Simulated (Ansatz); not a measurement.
`C[O][GeH]([F])[SeH]` and `C[O][GeH2][SeH]` differ in one atom or group.

Ansatz, PBE0-D4/def2-TZVP geometries, multiplicity 1. Each molecule was computed in one conformer, which needn't be the lowest.

Scalar relativity is left out up to krypton.

```json
{"property": "HOMO energy (PBE0/def2-TZVPP) / eV", "`C[O][GeH]([F])[SeH]`": "-7.52"}
{"property": "HOMO–LUMO gap (ωB97M-V/def2-TZVPP) / eV", "`C[O][GeH]([F])[SeH]`": "11.07"}
{"property": "HOMO–LUMO gap (B3LYP/def2-TZVPP) / eV", "`C[O][GeH]([F])[SeH]`": "6.38"}
{"property": "HOMO–LUMO gap (PBE0/def2-TZVPP) / eV", "`C[O][GeH]([F])[SeH]`": "6.93"}
{"property": "size of the dipole moment (PBE/def2-TZVPP) / D", "`C[O][GeH]([F])[SeH]`": "1.01"}
{"property": "size of the dipole moment (ωB97M-V/def2-TZVPP) / D", "`C[O][GeH]([F])[SeH]`": "1.07"}
```

(1) What does the change do to each property? (An estimate is asked.)

Results:

(1) The calculation gave: 
```json
{"property": "HOMO energy (PBE0/def2-TZVPP) / eV", "`C[O][GeH2][SeH]`": "-7.19", "shift": "0.33"}
{"property": "HOMO–LUMO gap (ωB97M-V/def2-TZVPP) / eV", "`C[O][GeH2][SeH]`": "11.03", "shift": "-0.04"}
{"property": "HOMO–LUMO gap (B3LYP/def2-TZVPP) / eV", "`C[O][GeH2][SeH]`": "6.46", "shift": "0.08"}
{"property": "HOMO–LUMO gap (PBE0/def2-TZVPP) / eV", "`C[O][GeH2][SeH]`": "7.00", "shift": "0.07"}
{"property": "size of the dipole moment (PBE/def2-TZVPP) / D", "`C[O][GeH2][SeH]`": "0.37", "shift": "-0.64"}
{"property": "size of the dipole moment (ωB97M-V/def2-TZVPP) / D", "`C[O][GeH2][SeH]`": "0.43", "shift": "-0.64"}
```

With PBE0 the HOMO rises by 0.33 eV and the LUMO rises by 0.40 eV, so the gap widens by about 0.07 eV. PBE moves the HOMO by 0.29 eV and ωB97M-V by 0.34 eV. Dipoles are sizes alone; their direction can turn.

B3LYP here is the variant with VWN-RPA as its local correlation; programs differ in this.

Spin–orbit coupling is left out; it splits and shifts lone-pair levels of the heavy atoms by tenths of an eV.
